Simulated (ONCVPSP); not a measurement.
**Pseudopotential generation for holmium (Ho): ONCV, PBE, scalar-relativistic.**

ONCVPSP 4.0.1 was run on this input:

```
# ATOM AND REFERENCE CONFIGURATION
# atsym  z   nc   nv     iexc    psfile
  Ho 67.00   10    3        4      upf
#
#   n    l    f
    1    0    2.00
    2    0    2.00
    2    1    6.00
    3    0    2.00
    3    1    6.00
    3    2   10.00
    4    0    2.00
    4    1    6.00
    4    2   10.00
    4    3   10.00
    5    0    2.00
    5    1    6.00
    5    2    1.00
#
# PSEUDOPOTENTIAL AND OPTIMIZATION
# lmax
    3
#
#   l,   rc,      ep,       ncon, nbas, qcut
    0    1.20    0.00    5    9    5.00
    1    2.25    0.00    3    6    7.60
    2    3.05    0.00    4    8    4.70
    3    2.70    0.27    4    7    4.50
#
# LOCAL POTENTIAL
# lloc, lpopt,  rc(5),   dvloc0
    4    5    1.15    2.00
#
# VANDERBILT-KLEINMAN-BYLANDER PROJECTORs
# l, nproj, debl
    0    3    3.00
    1    2    3.00
    2    2    3.20
    3    1    3.80
#
# MODEL CORE CHARGE
# icmod, fcfact, rcfact
    1    0.65    0.00
#
# LOG DERIVATIVE ANALYSIS
# epsh1, epsh2, depsh
   -4.00    5.00    0.02
#
# OUTPUT GRID
# rlmax, drl
    6.00    0.01
#
# TEST CONFIGURATIONS
# ncnf
    4
# nvcnf
#   n    l    f
    4
    5    0    2.00
    5    1    6.00
    5    2    1.00
    6    0    2.00
#
    4
    5    0    2.00
    5    1    6.00
    5    2    1.00
    6    0    1.00
#
    3
    5    0    2.00
    5    1    6.00
    5    2    0.00
#
    3
    5    0    2.00
    5    1    6.00
    5    2    2.00
#
```

Command:

```bash
oncvpsp.x < Ho.dat > Ho.out
```

The program printed (shortened: citation, most of the input echo, consistency checks and plot data are left out):

```
ONCVPSP  (Optimized Norm-Conservinng Vanderbilt PSeudopotential)
scalar-relativistic version 4.0.1

#   n    l    f        energy (Ha)
    1    0    2.00    -2.0403910E+03
    2    0    2.00    -3.4193900E+02
    2    1    6.00    -3.0298722E+02
    3    0    2.00    -7.7004838E+01
    3    1    6.00    -6.5104294E+01
    3    2   10.00    -5.0013983E+01
    4    0    2.00    -1.5848732E+01
    4    1    6.00    -1.1928467E+01
    4    2   10.00    -6.6341867E+00
    4    3   10.00    -8.6522735E-01
    5    0    2.00    -2.5214581E+00
    5    1    6.00    -1.5907001E+00
    5    2    1.00    -5.5727089E-01

Reference configufation results
  iterations    32
  all-electron total energy (Ha)   -1.26154605D+04

Begin loop to  construct optimized pseudo wave functions
and semi-local pseudopoentials for all angular momenta

   Wellstate for l =  0  n =  7
     eigenvalue =   0.4785
     asymptotic potential =   0.9785
     half-point radius =  3.6488

   Wellstate for l =  0  n =  8
     eigenvalue =   3.4785
     asymptotic potential =   3.9785
     half-point radius =  2.8928

Calculating optimized projector #   1

 for l=   0

    Fraction of norm inside rc  0.473003
    Optimizing pswf for qcut=   4.99 a_B^-1,  ecut=  12.45 Ha
    Residual kinetic energy error=  3.73D-02 Ha

    Energy error per electron        Cutoff
         Ha          eV             Ha
         0.01000     0.27211       24.84
         0.00100     0.02721       68.12
         0.00010     0.00272      124.86
         0.00001     0.00027      143.68

Calculating optimized projector #   2

 for l=   0

    Fraction of norm inside rc  0.035620
    Optimizing pswf for qcut=   4.99 a_B^-1,  ecut=  12.45 Ha
    Residual kinetic energy error=  1.20D-02 Ha

    Energy error per electron        Cutoff
         Ha          eV             Ha
         0.01000     0.27211       13.25
         0.00100     0.02721       92.07
         0.00010     0.00272      190.94
         0.00001     0.00027      216.01

Calculating optimized projector #   3

 for l=   0

    Fraction of norm inside rc  0.027443
    Optimizing pswf for qcut=   4.99 a_B^-1,  ecut=  12.45 Ha
    Residual kinetic energy error=  3.44D-02 Ha

    Energy error per electron        Cutoff
         Ha          eV             Ha
         0.01000     0.27211       16.41
         0.00100     0.02721       69.51
         0.00010     0.00272      227.27
         0.00001     0.00027      269.11

   Wellstate for l =  1  n =  8
     eigenvalue =   1.4093
     asymptotic potential =   1.9093
     half-point radius =  4.8267

Calculating optimized projector #   1

 for l=   1

    Fraction of norm inside rc  0.921881
    Optimizing pswf for qcut=   7.61 a_B^-1,  ecut=  28.94 Ha
    Residual kinetic energy error=  2.45D-08 Ha

    Energy error per electron        Cutoff
         Ha          eV             Ha
         0.01000     0.27211        5.94
         0.00100     0.02721        7.97
         0.00010     0.00272       15.54
         0.00001     0.00027       18.66

Calculating optimized projector #   2

 for l=   1

    Fraction of norm inside rc  0.101834
    Optimizing pswf for qcut=   7.61 a_B^-1,  ecut=  28.94 Ha
    Residual kinetic energy error=  6.11D-09 Ha

    Energy error per electron        Cutoff
         Ha          eV             Ha
         0.01000     0.27211        5.97
         0.00100     0.02721       13.08
         0.00010     0.00272       18.34
         0.00001     0.00027       21.78

   Wellstate for l =  2  n =  9
     eigenvalue =   2.6427
     asymptotic potential =   3.1427
     half-point radius =  5.4684

Calculating optimized projector #   1

 for l=   2

    Fraction of norm inside rc  0.803533
    Optimizing pswf for qcut=   4.69 a_B^-1,  ecut=  11.02 Ha
    Residual kinetic energy error=  2.73D-06 Ha

    Energy error per electron        Cutoff
         Ha          eV             Ha
         0.01000     0.27211        6.04
         0.00100     0.02721        7.84
         0.00010     0.00272        9.13
         0.00001     0.00027       10.62

Calculating optimized projector #   2

 for l=   2

    Fraction of norm inside rc  0.126415
    Optimizing pswf for qcut=   4.69 a_B^-1,  ecut=  11.02 Ha
    Residual kinetic energy error=  2.87D-04 Ha

    Energy error per electron        Cutoff
         Ha          eV             Ha
         0.01000     0.27211        8.16
         0.00100     0.02721       10.13
         0.00010     0.00272       14.09
         0.00001     0.00027       31.03

   Wellstate for l =  3  n =  6
     eigenvalue =   0.2700
     asymptotic potential =   0.7700
     half-point radius =  7.3796

Calculating optimized projector #   1

 for l=   3

    Fraction of norm inside rc  0.155266
    Optimizing pswf for qcut=   4.50 a_B^-1,  ecut=  10.13 Ha
    Residual kinetic energy error=  8.21D-05 Ha

    Energy error per electron        Cutoff
         Ha          eV             Ha
         0.01000     0.27211        4.18
         0.00100     0.02721        7.30
         0.00010     0.00272        9.90
         0.00001     0.00027       24.78

Construct Vanderbilt / Kleinmman-Bylander projectors

B matrix Hermiticity error, ll=   0
   1   2   -3.3110E-04
   1   3    6.9154E-04
   2   3    1.1766E-04

  Orthonormal projector coefficients -1.3956E+02  1.9621E+01  3.4406E+00

B matrix Hermiticity error, ll=   1
   1   2    2.4076E-04

  Orthonormal projector coefficients  7.9074E+00  1.0900E+00

B matrix Hermiticity error, ll=   2
   1   2   -1.1730E-04

  Orthonormal projector coefficients  3.7493E+00 -1.2623E+00

Model core correction analysis
  based on d2Exc/dn_idn_j

d2excae - all-electron derivatives

   -2.651978D-02   -2.327863D-02   -1.088030D-02
   -2.327577D-02   -2.380796D-02   -1.568046D-02
   -1.081302D-02   -1.543872D-02   -2.045418D-02

d2excps - pseudofunction derivatives with no core correction

   -4.155534D-02   -3.324394D-02   -1.322522D-02
   -3.324200D-02   -3.051901D-02   -1.793865D-02
   -1.314877D-02   -1.766383D-02   -2.363712D-02

rms 2nd derivative error    7.460083E-03

Polynomial model core charge

d2excps - pseudofunction derivatives with core correction

   -2.708688D-02   -2.292963D-02   -1.102441D-02
   -2.292689D-02   -2.246949D-02   -1.556376D-02
   -1.095708D-02   -1.532191D-02   -2.141399D-02

rms 2nd derivative error    6.097937E-04

Pseudoatom total energy  -38.600016

Diagnostic tests using Vanderbilt-Kleinman-Bylander pseudopotentials
  1 or more projectors used as specified by nproj input data

   l    rcore       rmatch      e in        delta e   norm test  slope test

   0   1.2001860   1.2366263  -2.5214581  -0.0000291   1.0001609   1.0002231
   0   1.2001860   1.2366263   0.4785419   0.0000107   1.0005153   1.0005153
   0   1.2001860   1.2366263   3.4785419   0.0000206   1.0007296   1.0007296

   1   2.2627393   2.3314410  -1.5907001  -0.0000014   1.0000907   1.0000922
   1   2.2627393   2.3314410   1.4092999   0.0000314   1.0001667   1.0001667

   2   3.0516418   3.1442963  -0.5572709  -0.0000006   1.0000064   1.0000105
   2   3.0516418   3.1442963   2.6427291   0.0000138   0.9999624   0.9999624

   3   2.7075341   2.7897407   0.2700000   0.0000070   1.0000042   1.0000042

 Testing for bound ghosts
   n   l    E NL Schr. Eq   E Basis Diag.   E Cutoff

       0                      -14.212631    309.73  WARNING - GHOST(-)
   1   0       -2.521487       -2.520342    309.73

   2   1       -1.590702       -1.590688     30.51

   3   2       -0.557271       -0.557245     37.06

       3                       -0.110737     29.20  WARNING - GHOST(-)

 Testing for highly-localized positive-energy ghosts
       l    <radius>/rc     E Basis Diag.   E Cutoff

       0        0.399058       15.653926    309.73  WARNING - GHOST(+)

       0        0.544325       56.003269    309.73  WARNING - GHOST(+)

       0        0.936797      107.764652    309.73  WARNING - GHOST(+)

Test configuration 0

   n   l     f        eae           eps        diff
   1   0  2.0000-2040.39099020
   2   0  2.0000 -341.93899561
   2   1  6.0000 -302.98721942
   3   0  2.0000  -77.00483786
   3   1  6.0000  -65.10429442
   3   2 10.0000  -50.01398342
   4   0  2.0000  -15.84873190
   4   1  6.0000  -11.92846672
   4   2 10.0000   -6.63418669
   4   3 10.0000   -0.86522735
   5   0  2.0000   -2.52145807   -2.52148715   -2.91D-05
   5   1  6.0000   -1.59070014   -1.59070152   -1.38D-06
   5   2  1.0000   -0.55727089   -0.55727150   -6.03D-07

    Total energies and differences
      AE_ref= -1.26154605D+04  AE_tst= -1.26154605D+04  dif=  0.00D+00
      PS_ref= -3.86000157D+01  PS_tst= -3.86000157D+01  dif=  8.53D-14
      PSP excitation error= -8.53D-14

Test configuration 1

   n   l     f        eae           eps        diff
   1   0  2.0000-2039.86528117
   2   0  2.0000 -341.41635558
   2   1  6.0000 -302.46438253
   3   0  2.0000  -76.48355598
   3   1  6.0000  -64.58298468
   3   2 10.0000  -49.49264074
   4   0  2.0000  -15.32705834
   4   1  6.0000  -11.40669001
   4   2 10.0000   -6.11239206
   4   3 10.0000   -0.34388422
   5   0  2.0000   -1.99951044   -1.99512875    4.38D-03
   5   1  6.0000   -1.07066134   -1.06718948    3.47D-03
   5   2  1.0000   -0.08081909   -0.08002576    7.93D-04
   6   0  2.0000   -0.15941147   -0.15916115    2.50D-04

    Total energies and differences
      AE_ref= -1.26154605D+04  AE_tst= -1.26161785D+04  dif= -7.18D-01
      PS_ref= -3.86000157D+01  PS_tst= -3.93175790D+01  dif= -7.18D-01
      PSP excitation error= -4.71D-04

Test configuration 2

   n   l     f        eae           eps        diff
   1   0  2.0000-2040.10609204
   2   0  2.0000 -341.65593297
   2   1  6.0000 -302.70403174
   3   0  2.0000  -76.72277173
   3   1  6.0000  -64.82220923
   3   2 10.0000  -49.73185279
   4   0  2.0000  -15.56638609
   4   1  6.0000  -11.64603746
   4   2 10.0000   -6.35171281
   4   3 10.0000   -0.58307992
   5   0  2.0000   -2.23896433   -2.23572159    3.24D-03
   5   1  6.0000   -1.30995691   -1.30732165    2.64D-03
   5   2  1.0000   -0.30123415   -0.30036302    8.71D-04
   6   0  1.0000   -0.35524289   -0.35479505    4.48D-04

    Total energies and differences
      AE_ref= -1.26154605D+04  AE_tst= -1.26159234D+04  dif= -4.63D-01
      PS_ref= -3.86000157D+01  PS_tst= -3.90627826D+01  dif= -4.63D-01
      PSP excitation error= -1.57D-04

Test configuration 3

   n   l     f        eae           eps        diff
   1   0  2.0000-2040.81753863
   2   0  2.0000 -342.36720497
   2   1  6.0000 -303.41556775
   3   0  2.0000  -77.42841301
   3   1  6.0000  -65.52792578
   3   2 10.0000  -50.43833985
   4   0  2.0000  -16.27284210
   4   1  6.0000  -12.35306856
   4   2 10.0000   -7.05960719
   4   3 10.0000   -1.28951754
   5   0  2.0000   -2.94494941   -2.95245218   -7.50D-03
   5   1  6.0000   -2.00300363   -2.00923277   -6.23D-03

    Total energies and differences
      AE_ref= -1.26154605D+04  AE_tst= -1.26147278D+04  dif=  7.33D-01
      PS_ref= -3.86000157D+01  PS_tst= -3.78660110D+01  dif=  7.34D-01
      PSP excitation error= -1.27D-03

Test configuration 4

   n   l     f        eae           eps        diff
   1   0  2.0000-2040.03817570
   2   0  2.0000 -341.58510921
   2   1  6.0000 -302.63327496
   3   0  2.0000  -76.65333615
   3   1  6.0000  -64.75276261
   3   2 10.0000  -49.66207004
   4   0  2.0000  -15.49643745
   4   1  6.0000  -11.57581319
   4   2 10.0000   -6.28091784
   4   3 10.0000   -0.51201878
   5   0  2.0000   -2.16635802   -2.16165173    4.71D-03
   5   1  6.0000   -1.24219575   -1.23847580    3.72D-03
   5   2  2.0000   -0.25631849   -0.25516442    1.15D-03

    Total energies and differences
      AE_ref= -1.26154605D+04  AE_tst= -1.26158613D+04  dif= -4.01D-01
      PS_ref= -3.86000157D+01  PS_tst= -3.90001120D+01  dif= -4.00D-01
      PSP excitation error= -7.08D-04
```

Note: ghosts flagged at negative energy: s at -386.7 eV (a further GHOST(-) flag falls on a real empty level of the atom); GHOST(+) flagged for s at 426.0 eV. A true bound ghost makes a file unfit for plane-wave use.

The run took about 7 s on one core of a shared server CPU.
